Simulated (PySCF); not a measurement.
## NdO: f occupation and spin

Unrestricted PBE0; basis Nd x2c-SVPall, O x2c-SVPall; spin-free X2C with a Gaussian nucleus; PySCF 2.14. The search starts from ions with several 4f fillings and holds each by maximum overlap.

The lowest solution has 2Ms+1 = 5, about 3.4 4f electrons, near 1.78 Å.

The lowest solution of each spin and filling, followed along the bond (rough minima from three points):

```
2Ms+1  4f population  ⟨S²⟩ at the start  R at minimum (Å)  Te (eV)
    5           3.35               6.02              1.78     0.00
    3           3.26               3.02              1.78     0.13
    5           3.70               6.05              1.78     0.35
    3           3.63               3.01              1.82     1.73
```

Solutions at the starting distance of 1.983 Å, counted from the lowest; the search is not exhaustive:

```json
{"2Ms+1": "5", "4f population": "3.35", "E (eV)": "0.00", "⟨S²⟩": "6.02", "⟨Lz²⟩": "11.7", "μ (D)": "-5.04"}
{"2Ms+1": "5", "4f population": "3.22", "E (eV)": "0.15", "⟨S²⟩": "6.02", "⟨Lz²⟩": "9.0", "μ (D)": "-4.79"}
{"2Ms+1": "3", "4f population": "3.26", "E (eV)": "0.15", "⟨S²⟩": "3.02", "⟨Lz²⟩": "11.9", "μ (D)": "-4.68"}
{"2Ms+1": "5", "4f population": "3.70", "E (eV)": "0.23", "⟨S²⟩": "6.05", "⟨Lz²⟩": "9.0", "μ (D)": "-5.31"}
{"2Ms+1": "3", "4f population": "3.22", "E (eV)": "0.31", "⟨S²⟩": "3.01", "⟨Lz²⟩": "9.0", "μ (D)": "-4.78"}
{"2Ms+1": "5", "4f population": "3.92", "E (eV)": "0.41", "⟨S²⟩": "6.02", "⟨Lz²⟩": "11.5", "μ (D)": "-7.23"}
{"2Ms+1": "5", "4f population": "3.92", "E (eV)": "0.45", "⟨S²⟩": "6.02", "⟨Lz²⟩": "12.4", "μ (D)": "-7.23"}
{"2Ms+1": "5", "4f population": "3.19", "E (eV)": "1.04", "⟨S²⟩": "6.02", "⟨Lz²⟩": "15.9", "μ (D)": "-7.52"}
{"2Ms+1": "3", "4f population": "3.22", "E (eV)": "1.33", "⟨S²⟩": "2.97", "⟨Lz²⟩": "14.8", "μ (D)": "-7.40"}
{"2Ms+1": "3", "4f population": "3.63", "E (eV)": "1.47", "⟨S²⟩": "3.01", "⟨Lz²⟩": "13.9", "μ (D)": "-5.72"}
{"2Ms+1": "3", "4f population": "3.57", "E (eV)": "1.48", "⟨S²⟩": "2.99", "⟨Lz²⟩": "13.0", "μ (D)": "-5.47"}
{"2Ms+1": "7", "4f population": "4.01", "E (eV)": "2.10", "⟨S²⟩": "12.00", "⟨Lz²⟩": "12.0", "μ (D)": "-2.28"}
{"2Ms+1": "7", "4f population": "4.01", "E (eV)": "2.24", "⟨S²⟩": "12.00", "⟨Lz²⟩": "12.5", "μ (D)": "-2.31"}
{"2Ms+1": "7", "4f population": "4.04", "E (eV)": "2.25", "⟨S²⟩": "12.00", "⟨Lz²⟩": "9.0", "μ (D)": "-2.25"}
```

Partly filled real f orbitals mix terms, so no term symbols are given. A population far from a whole number shows f orbitals mixing with d and ligand orbitals, not a clean configuration. A positive dipole means Nd(−)O(+).

Spin–orbit coupling is left out. Counting both spins, an empty level lies below a filled one in some of these solutions, because spin and occupation are held. With d or f electrons several states lie close, and the lowest PBE0 determinant need not be the measured ground state.
